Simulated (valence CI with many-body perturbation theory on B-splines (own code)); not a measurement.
# Ar⁴⁺: electric-dipole lines

Calculated by configuration interaction combined with many-body perturbation theory (CI+MBPT): four valence electrons over a frozen Dirac-Fock core [Ne], a basis of 11 s, 11 p, 9 d, 7 f, 5 g, 2 h, 1 i functions for each j, with the one-electron correlation potential Σ1 (screened to all orders), the two-electron term Σ2, the three-electron term Σ3, Breit, model QED; selected single and double excitations, second order for the rest, scaled by the run's own slope (own B-spline code, finite nucleus).

Set against measurement, 28 paired levels are off by 66 cm⁻¹ on average, the worst by 230. These come from a selection out of Saloman, J. Phys. Chem. Ref. Data 39, 033101 (2010). Levels without a partner in it may be off by more. Among the levels kept, up to 330 cm⁻¹ of a level comes from second order outside the variational space, and about a tenth of that is noise between levels of different J, which matters for small intervals. 3 measured levels below the end of the list, from 252141 cm⁻¹ on, found no clear computed partner, and computed levels of the same name lie up to 13011 cm⁻¹ from them.

Lines 151 to 200 of 231 in falling wavelength, among levels below 43.078 eV, chosen from the strongest by gf and those to the six lowest levels. Wavelengths and rates use the calculated energies, so an error of 70 cm⁻¹ moves a line at 49.70 nm by 0.035 % and its rate by three times that or more. Electric multipoles are in the length gauge, E1 and E2 with the static RPA response of the core. Weak lines are less certain than strong ones. Lines between different terms over intervals too small for the method are left out, as are lines whose strength nearly cancels. Where a level lies close to another of its J and parity, the split of strength between their lines is uncertain. The highest levels of a list are the least certain.

Names give the largest LS component (configuration and term), which can be under half, so a name can repeat, a term be missing and a line seem to break the LS rules; names also repeat where a configuration has a term twice.

```
λ vac (nm)  λ from measured levels            Upper         Lower   A (s⁻¹)  S (a.u.) with core polarisation  S without
     49.70                   49.68  3s2 3p 3d 3P°_2  3s2 3p2 1D_2  2.91e+08                         8.81e-02   9.15e-02
     49.60                           3s2 3p 4p 3S_1  3s 3p3 3P°_1  8.70e+08                         1.57e-01   1.57e-01
     49.60                           3s2 3p 4p 3S_1  3s 3p3 3P°_2  1.71e+09                         3.09e-01   3.12e-01
     49.53                   49.51  3s2 3p 3d 3P°_1  3s2 3p2 1D_2  3.48e+07                         6.27e-03   6.48e-03
     48.63                   48.66  3s2 3p 3d 1D°_2  3s2 3p2 1D_2  2.21e+10                         6.27e+00   6.50e+00
     48.11                   48.10  3s2 3p 3d 3D°_1  3s2 3p2 1D_2  5.77e+06                         9.51e-04   9.75e-04
     48.04                   48.03  3s2 3p 3d 3D°_2  3s2 3p2 1D_2  9.25e+04                         2.53e-05   2.97e-05
     48.03                           3s 3p2 3d 3F_2  3s 3p3 5S°_2  8.21e+03                         2.24e-06   2.31e-06
     47.99                   47.98  3s2 3p 3d 3D°_3  3s2 3p2 1D_2  3.77e+07                         1.44e-02   1.49e-02
     47.92                           3s 3p2 3d 3F_3  3s 3p3 5S°_2  5.28e+04                         2.01e-05   2.07e-05
     47.31                           3s2 3p 4p 1P_1  3s 3p3 3D°_1  6.13e+08                         9.62e-02   1.00e-01
     47.09                           3s 3p2 3d 3D_2  3s 3p3 3D°_3  1.31e+09                         3.36e-01   3.49e-01
     47.07                           3s 3p2 3d 3D_1  3s 3p3 3D°_2  1.43e+09                         2.21e-01   2.29e-01
     47.06                           3s 3p2 3d 3D_1  3s 3p3 3D°_1  4.15e+09                         6.41e-01   6.63e-01
     47.06                           3s 3p2 3d 3D_2  3s 3p3 3D°_2  5.00e+09                         1.29e+00   1.33e+00
     47.05                           3s 3p2 3d 3D_2  3s 3p3 3D°_1  1.32e+09                         3.39e-01   3.51e-01
     46.98                           3s 3p2 3d 3D_3  3s 3p3 3D°_3  8.79e+09                         3.15e+00   3.26e+00
     46.95                           3s 3p2 3d 3D_3  3s 3p3 3D°_2  1.31e+09                         4.69e-01   4.85e-01
     46.49                          3s2 3p 3d 1P°_1  3s2 3p2 1S_0  2.23e+10                         3.31e+00   3.42e+00
     46.41                           3s2 3p 4p 3D_1  3s 3p3 3D°_2  2.59e+09                         3.83e-01   3.92e-01
     46.40                           3s2 3p 4p 3D_1  3s 3p3 3D°_1  6.55e+09                         9.70e-01   9.96e-01
     46.39                   46.39  3s2 3p 3d 3P°_2  3s2 3p2 3P_2  1.05e+10                         2.58e+00   2.66e+00
     46.35                           3s2 3p 4p 3D_2  3s 3p3 3D°_3  1.54e+09                         3.77e-01   3.86e-01
     46.32                           3s2 3p 4p 3D_2  3s 3p3 3D°_2  5.47e+09                         1.34e+00   1.38e+00
     46.31                           3s2 3p 4p 3D_2  3s 3p3 3D°_1  1.22e+09                         2.99e-01   3.07e-01
     46.24                   46.24  3s2 3p 3d 3P°_1  3s2 3p2 3P_2  6.72e+09                         9.83e-01   1.01e+00
     46.13                           3s2 3p 4p 3D_3  3s 3p3 3D°_3  5.22e+09                         1.77e+00   1.81e+00
     46.12                   46.12  3s2 3p 3d 3P°_2  3s2 3p2 3P_1  6.48e+09                         1.57e+00   1.62e+00
     46.10                           3s2 3p 4p 3D_3  3s 3p3 3D°_2  5.90e+08                         2.00e-01   2.04e-01
     45.97                   45.97  3s2 3p 3d 3P°_1  3s2 3p2 3P_1  2.88e+09                         4.15e-01   4.28e-01
     45.93                           3s 3p2 3d 1F_3  3s 3p3 3D°_3  2.35e+08                         7.86e-02   8.10e-02
     45.90                   45.90  3s2 3p 3d 3P°_0  3s2 3p2 3P_1  1.73e+10                         8.26e-01   8.52e-01
     45.81                   45.81  3s2 3p 3d 3P°_1  3s2 3p2 3P_0  7.66e+09                         1.09e+00   1.13e+00
     45.53                           3s2 3p 4p 3P_1  3s 3p3 3D°_2  4.90e+08                         6.85e-02   6.62e-02
     45.46                   45.50  3s2 3p 3d 1D°_2  3s2 3p2 3P_2  9.66e+07                         2.24e-02   2.30e-02
     45.36                           3s2 3p 4p 3P_2  3s 3p3 3D°_3  6.01e+08                         1.38e-01   1.34e-01
     45.33                           3s2 3p 4p 3P_2  3s 3p3 3D°_2  2.16e+08                         4.97e-02   4.90e-02
     45.20                   45.24  3s2 3p 3d 1D°_2  3s2 3p2 3P_1  6.42e+07                         1.46e-02   1.51e-02
     45.06                           3s 3p2 3d 5P_3  3s 3p3 5S°_2  2.27e+10                         7.17e+00   7.38e+00
     45.00                   45.01  3s2 3p 3d 3D°_1  3s2 3p2 3P_2  1.31e+09                         1.76e-01   1.82e-01
     44.96                           3s 3p2 3d 5P_2  3s 3p3 5S°_2  2.28e+10                         5.11e+00   5.27e+00
     44.94                   44.95  3s2 3p 3d 3D°_2  3s2 3p2 3P_2  9.01e+09                         2.02e+00   2.08e+00
     44.90                   44.91  3s2 3p 3d 3D°_3  3s2 3p2 3P_2  2.67e+10                         8.36e+00   8.62e+00
     44.90                           3s 3p2 3d 5P_1  3s 3p3 5S°_2  2.29e+10                         3.07e+00   3.16e+00
     44.75                   44.75  3s2 3p 3d 3D°_1  3s2 3p2 3P_1  1.27e+10                         1.68e+00   1.74e+00
     44.69                   44.70  3s2 3p 3d 3D°_2  3s2 3p2 3P_1  1.79e+10                         3.94e+00   4.06e+00
     44.59                   44.60  3s2 3p 3d 3D°_1  3s2 3p2 3P_0  1.31e+10                         1.72e+00   1.77e+00
     43.65                   43.66  3s2 3p 3d 1F°_3  3s2 3p2 1D_2  2.92e+10                         8.38e+00   8.61e+00
     42.74                           3s 3p2 3d 3P_2  3s 3p3 5S°_2  1.81e+07                         3.49e-03   3.61e-03
     42.55                           3s 3p2 3d 3P_1  3s 3p3 5S°_2  9.72e+06                         1.11e-03   1.15e-03
```
